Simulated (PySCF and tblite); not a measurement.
Values are calculated unless marked as measured or tabulated.
System: C5H7F2NSi, numbered as in [CH:1]#[C:2][Si@H:3]([CH:4]([F:5])[F:6])[N:7]1[CH2:8][CH2:9]1.

The path came from a restrained scan, a climbing-image band and a saddle search at GFN2-xTB; energies are PBE0/pcSseg-1 + D3(BJ), IEF-PCM benzene//GFN2-xTB, thermal terms GFN2-xTB. Rate constants are transition-state-theory values, counting equivalent paths, without tunnelling. (PySCF 2.14 with density fitting, tblite 0.8.)

Q: Estimate the barrier and the room-temperature rate of the pyramidal inversion at N7.

A: The electronic barrier is 2.4 kcal/mol and ΔG‡(298 K) 2.3 kcal/mol, over a C1 saddle with an imaginary mode of 154i cm⁻¹ (GFN2-xTB). With 1 equivalent path, k is 1.2×10¹¹ s⁻¹, a mean lifetime of the start of 8 ps against this motion. The end lies 0.5 kcal/mol below the start in free energy.
